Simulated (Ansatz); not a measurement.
Cost and result up the ladder for the cluster B8H14 (22 atoms). Charge 0, multiplicity 1. Geometry: r2SCAN-D4/def2-SVP.

```tsv
atom	x (Å)	y (Å)	z (Å)
B1	0.1711	1.1284	0.8881
B2	1.6356	0.9552	-0.3094
B3	-1.2547	-1.3487	0.5988
B4	-0.0578	0.8766	-0.8384
B5	-1.3553	0.3586	0.2899
B6	-0.7292	-0.7412	-1.0055
B7	-0.6805	-0.1567	1.8063
B8	1.0270	-0.3116	-1.5908
H9	1.0797	-1.5203	-1.4190
H10	-0.3888	-1.4602	1.6259
H11	2.1855	1.9090	-0.7890
H12	-0.4158	-1.8689	-0.2288
H13	2.0971	-0.2067	-0.7910
H14	-1.3722	-1.1625	-1.9260
H15	0.2367	2.1802	1.4605
H16	-2.4104	0.9242	0.2333
H17	-1.1711	-0.0315	2.8913
H18	-2.1668	-2.0986	0.7975
H19	1.2649	-0.0074	-2.7279
H20	-0.3784	1.7709	-1.5700
H21	2.1179	0.6426	0.7690
H22	0.5656	0.1686	1.8350
```

Ansatz on 4 threads of Arm Neoverse V1 on a shared host. Times are rough, and most runs start from the orbitals of an earlier one. CAM-B3LYP-D4/def2-TZVP serves as the yardstick here, not as an exact answer. Differences are given only for rows in sets of like size (and for xTB, whose basis is part of the method), since another set adds its own error. Binding counts from free atoms at the same level (B doublet, H doublet; other spins of the atoms weren't run), without zero-point energy or a counterpoise term.

Correlated methods freeze 8 core orbitals. The rows differ in basis, and correlated rows in double-zeta sets carry the largest basis error. The structure comes from a short search, and lower isomers may exist.

Correlated methods converge slowly with the basis, most of all in double-zeta sets.

```
                         level  functions  binding energy per atom (eV)  difference from CAM-B3LYP-D4/def2-TZVP (eV)
              PBE0-D4/def2-SVP        182                          3.82                                            –
             PBE0-D4/def2-TZVP        332                          3.78                                         0.06
           r2SCAN-D4/def2-TZVP        332                          3.79                                         0.07
                 MP2/def2-TZVP        332                          3.64                                        -0.08
              CCSD(T)/def2-SVP        182                          3.56                                            –
                     HF/STO-3G         54                          4.00                                            –
             BLYP-D4/def2-TZVP        332                          3.67                                        -0.05
PBE-D4/def2-TZVP (with forces)        332                          3.80                                         0.08
        CAM-B3LYP-D4/def2-TZVP        332                          3.72                                         0.00
            BHLYP-D4/def2-TZVP        332                          3.64                                        -0.08
               PBE-D4/def2-SVP        182                          3.84                                            –
```

Estimate how long each takes.

HF/STO-3G 0.35 s; PBE-D4/def2-SVP 3.5 s; PBE0-D4/def2-SVP 4.2 s; BLYP-D4/def2-TZVP 7 s; PBE-D4/def2-TZVP (with forces) 8.5 s; BHLYP-D4/def2-TZVP 9.5 s; MP2/def2-TZVP 10 s; CAM-B3LYP-D4/def2-TZVP 11 s; PBE0-D4/def2-TZVP 11 s; r2SCAN-D4/def2-TZVP 14 s; CCSD(T)/def2-SVP 77 s. On shared hardware such times vary by a factor of up to 3.
